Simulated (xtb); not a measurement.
Sn(Cl)2(OMe)(NH2) (CH₅Cl₂NOSn), SMILES C[O][Sn]([NH2])([Cl])[Cl]. All values are semi-empirical tight-binding results from xtb (GFN2-xTB unless named), good for trends rather than for accurate numbers. Geometry: GFN2-xTB. The values are those of a single conformer.

For metal compounds this method's bond lengths and energies can be far off.

Computed properties:
```yaml
orbital_gap: 2.82 eV
zero_point_energy: 40.9 kcal/mol
G − E(el) at 298.15 K (modified RRHO): 16.5 kcal/mol
```
